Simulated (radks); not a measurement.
The numbers below are computed, except where a source is named.
Charge is removed step by step from the 3p down level of the titanium ion Ti3+, starting from [Ne] 3s2 3p(up 3, down 3) 3d1. Level of theory: scalar-relativistic Kohn-Sham, PBE, spin-polarised, spherical densities, finite nucleus; open shells are filled with parallel spins first; Fermi nuclear charge, rms radius 3.5921 fm (a radial shooting solver on a logarithmic mesh with Libxc functionals).

removed (e)  E - E(0) (eV)  eigenvalue (eV)  E minus straight line (eV)
0                    0.000          -70.322                       0.000
0.25                18.137          -74.811                      -1.713
0.5                 37.406          -79.371                      -2.295
0.75                57.823          -83.995                      -1.729
1                   79.403          -88.676                       0.000

Removing the whole electron costs 79.403 eV by Delta-SCF, against 70.322 eV from minus the eigenvalue at the starting occupation. Slater's transition state (half an electron removed) gives 79.371 eV. Integrating minus the eigenvalue over the occupation (Janak's theorem) gives 79.414 eV. In this scalar-relativistic scheme the density is built from large components alone, so the theorem holds only approximately. The mean slope of the eigenvalue, de/dn, is 18.4 eV per electron.
